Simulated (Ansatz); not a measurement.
Geometry optimisation, RKS LDA/def2-SVP (Ansatz).

Input:

```yaml
crystal:
  periodic: [false, false, false]
  atoms:
    - { symbol: Si, position_ang: [0.152747, 0.056409, 0.063494] }
    - { symbol: Si, position_ang: [0.198281, 0.044265, 2.319513] }
    - { symbol: H, position_ang: [-1.226788, -0.196149, 2.833793] }
    - { symbol: H, position_ang: [1.026487, -1.02704, 2.985824] }
    - { symbol: H, position_ang: [0.579468, 1.384468, 2.897542] }
    - { symbol: H, position_ang: [1.591992, 0.242969, -0.360947] }
    - { symbol: "N", position_ang: [-0.715637, 1.3755, -0.626577] }
    - { symbol: H, position_ang: [-1.695877, 1.461759, -0.336541] }
    - { symbol: H, position_ang: [-0.245697, 2.271827, -0.780404] }
    - { symbol: H, position_ang: [-0.303501, -1.292876, -0.422907] }
    - { symbol: F, position_ang: [-2.566591, -0.049825, 0.710643] }
    - { symbol: H, position_ang: [-2.353985, -0.141807, 1.619668] }
basis:
  gaussian: { orbitals: def2-SVP }
hamiltonian:
  xc: lda
relax:
  f_tol: 0.03
  max_steps: 50
```

Command:

```bash
$ ansatz run input.yaml --threads 2 --pin off --max-ram 3072MiB --backend cpu --events-out ev --progress --plain --runs-dir out
```

Task: Where does it end, and by what steps?

Result: The forces met the threshold. The force dipped under the threshold on the way, but the program's further checks kept it going. After 10 steps the energy has fallen by 0.109 eV; F11 moved furthest, 0.35 Å.

```json
{"step": "0", "energy less start (eV)": "0.0000", "largest force component (eV/Å)": "1.099", "accepted": "yes"}
{"step": "1", "energy less start (eV)": "-0.0706", "largest force component (eV/Å)": "1.040", "accepted": "yes"}
{"step": "2", "energy less start (eV)": "-0.0736", "largest force component (eV/Å)": "0.225", "accepted": "yes"}
{"step": "3", "energy less start (eV)": "-0.0987", "largest force component (eV/Å)": "0.310", "accepted": "yes"}
{"step": "4", "energy less start (eV)": "-0.1041", "largest force component (eV/Å)": "0.084", "accepted": "yes"}
{"step": "5", "energy less start (eV)": "-0.1066", "largest force component (eV/Å)": "0.060", "accepted": "yes"}
{"step": "6", "energy less start (eV)": "-0.1074", "largest force component (eV/Å)": "0.067", "accepted": "yes"}
{"step": "7", "energy less start (eV)": "-0.1080", "largest force component (eV/Å)": "0.043", "accepted": "yes"}
{"step": "8", "energy less start (eV)": "-0.1070", "largest force component (eV/Å)": "0.147", "accepted": "no"}
{"step": "9", "energy less start (eV)": "-0.1086", "largest force component (eV/Å)": "0.021", "accepted": "yes"}
{"step": "10", "energy less start (eV)": "-0.1091", "largest force component (eV/Å)": "0.029", "accepted": "yes"}
```

```xyz
12
Properties=species:S:1:pos:R:3
Si 0.238 0.054 -0.022
Si 0.165 0.002 2.330
H -1.262 -0.313 2.785
H 0.994 -1.044 3.033
H 0.449 1.351 2.941
H 1.675 0.284 -0.411
N -0.725 1.312 -0.698
H -1.700 1.292 -0.361
H -0.342 2.260 -0.759
H -0.199 -1.305 -0.501
F -2.693 0.217 0.897
H -2.160 0.019 1.669
```

Time of the run: 15 s on 2 threads of Arm Neoverse V2 (shared host), peak memory 0.14 GiB.
